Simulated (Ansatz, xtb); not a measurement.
**Ranking isomers of CH5FGeOSi**

4 gas-phase structures of CH5FGeOSi, from a drawn sample of its isomers (lower ones may exist). Each was relaxed with GFN2-xTB; where two conformers were screened, the lower at r2SCAN-D4/def2-SVP is listed:

A. `O=[CH][Ge@@H]([F])[SiH3]`, a singlet
B. `O=C[Si@@H](F)[GeH3]`, a singlet
C. `O=C[SiH2][GeH2][F]`, a singlet
D. `O=[CH][GeH2][SiH2]F`, a singlet

Task: Which do you expect lowest at r2SCAN-D4/def2-SVP, and how would the others follow?

Result: Calculated order at r2SCAN-D4/def2-SVP: B (0.000), D (0.006), A (0.578), C (0.652) eV. Less than 1 kcal/mol parts B and D, so the order within that pair means little.

Energies above the lowest of each column, in eV; the last columns are at PBE-D3(BJ)/def2-SVP geometries:

| structure | GFN2-xTB | HF/STO-3G | r2SCAN-D4/def2-SVP | PBE-D3(BJ)/def2-SVP | CCSD(T)/def2-SVP + ΔMP2/def2-TZVPP |
| --- | --- | --- | --- | --- | --- |
| B | 0.187 | 0.000 | 0.000 | 0.000 | 0.000 |
| D | 0.000 | 0.119 | 0.006 | 0.082 | 0.060 |
| A | 0.288 | 0.784 | 0.578 | 0.560 | 0.712 |
| C | 0.561 | 0.585 | 0.652 | 0.652 | 0.787 |

CCSD(T)/def2-SVP + ΔMP2/def2-TZVPP puts B lowest; GFN2-xTB picks D. Flexible structures stand in one conformer each, not always the lowest. C keeps a small imaginary mode. The ΔMP2 step shifts differences by up to 0.136 eV, which makes them less sure. ΔMP2 is the change of the MP2 energy from the smaller to the larger basis.

Over these structures GFN2-xTB departs from r2SCAN-D4/def2-SVP by 0.140 eV on average once a common shift is removed. A GFN2-xTB relaxation took about 0.11 s and the r2SCAN-D4/def2-SVP energy about 1.1 s on a shared host (Ansatz 0.2.0, xtb 6.7.1).
